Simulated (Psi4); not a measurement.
Two rigid molecules brought together: CHN ··· H4O4Si (SMILES C#N and O[Si](O)(O)O), singlet. Monomers: optimised at B3LYP-D3(BJ) (def2-TZVP), held rigid. Orientation: a higher rigid-body minimum at GFN2-xTB. The monomers approach along the line of their centres of mass (distance R); nothing else relaxes.

Geometry at R = 4.20 Å (first 3 atoms: monomer A):
```
12

C     -0.0265     0.0008     0.0000
N      1.1193    -0.0278     0.0000
H     -1.0929     0.0270     0.0000
O      4.9961     2.4993     2.4088
Si     3.6966     2.3435     1.4281
O      3.8208     3.5260     0.3053
O      2.2390     2.5364     2.1444
O      3.7304     0.8125     0.8538
H      5.2383     1.7380     2.9418
H      4.7017     3.7403    -0.0116
H      1.9367     3.4363     2.2904
H      2.9121     0.4594     0.4961
```

Calculation: SAPT0/jun-cc-pVDZ, frozen core in Psi4.

Components in kcal/mol:

```json
[
 {"R / Å": "3.57", "electrostatics": "-28.64", "exchange": "69.18", "induction": "-19.70", "dispersion": "-9.11", "total": "11.74"},
 {"R / Å": "3.81", "electrostatics": "-17.05", "exchange": "32.54", "induction": "-9.69", "dispersion": "-5.45", "total": "0.35"},
 {"R / Å": "4.01", "electrostatics": "-11.26", "exchange": "16.90", "induction": "-5.31", "dispersion": "-3.60", "total": "-3.27"},
 {"R / Å": "4.20", "electrostatics": "-7.85", "exchange": "8.91", "induction": "-3.01", "dispersion": "-2.46", "total": "-4.41"},
 {"R / Å": "4.38", "electrostatics": "-5.79", "exchange": "4.80", "induction": "-1.78", "dispersion": "-1.75", "total": "-4.52"},
 {"R / Å": "4.60", "electrostatics": "-4.18", "exchange": "2.22", "induction": "-0.96", "dispersion": "-1.17", "total": "-4.10"},
 {"R / Å": "4.93", "electrostatics": "-2.74", "exchange": "0.68", "induction": "-0.41", "dispersion": "-0.67", "total": "-3.15"},
 {"R / Å": "5.24", "electrostatics": "-1.94", "exchange": "0.22", "induction": "-0.20", "dispersion": "-0.41", "total": "-2.34"},
 {"R / Å": "5.68", "electrostatics": "-1.26", "exchange": "0.04", "induction": "-0.09", "dispersion": "-0.22", "total": "-1.52"},
 {"R / Å": "6.41", "electrostatics": "-0.67", "exchange": "0.00", "induction": "-0.03", "dispersion": "-0.09", "total": "-0.79"},
 {"R / Å": "7.42", "electrostatics": "-0.32", "exchange": "0.00", "induction": "-0.01", "dispersion": "-0.03", "total": "-0.36"},
 {"R / Å": "8.69", "electrostatics": "-0.14", "exchange": "0.00", "induction": "0.00", "dispersion": "-0.01", "total": "-0.16"}
]
```
